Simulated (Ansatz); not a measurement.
The same molecule with X = B, Ga, In. Ansatz, PBE0-D4/def2-TZVP geometries, multiplicity 2.

Elements past krypton have def2 core potentials. Scalar relativity is left out up to krypton.

```csv
X,molecule,mean X–Cl bond length / Å,mean X–O bond length / Å,size of the dipole moment (B3LYP/def2-TZVPP) / D,size of the dipole moment (ωB97M-V/def2-TZVPP) / D,size of the dipole moment (PBE/def2-TZVPP) / D
B,`[O]B(Cl)Cl`•,1.744,1.328,0.85,0.61,1.19
In,`[O][In]([Cl])[Cl]`•,2.293,1.989,0.30,0.30,0.27
```

Problem. Give the row for X = Ga, `[O][Ga]([Cl])[Cl]`•. (An estimate is asked.)

Solution. The calculation gave: 
```tsv
X	molecule	mean X–Cl bond length / Å	mean X–O bond length / Å	size of the dipole moment (B3LYP/def2-TZVPP) / D	size of the dipole moment (ωB97M-V/def2-TZVPP) / D	size of the dipole moment (PBE/def2-TZVPP) / D
Ga	`[O][Ga]([Cl])[Cl]`•	2.110	1.794	0.59	0.56	0.65
```

From B to In the mean X–Cl bond length rises at each step, by 0.549 Å in all; the mean X–O bond length rises at each step, by 0.661 Å in all. Bonds lengthen as the atom grows down the group. Dipoles are sizes alone, and their direction can turn along the series.

B3LYP here is the variant with VWN-RPA as its local correlation; programs differ in this.
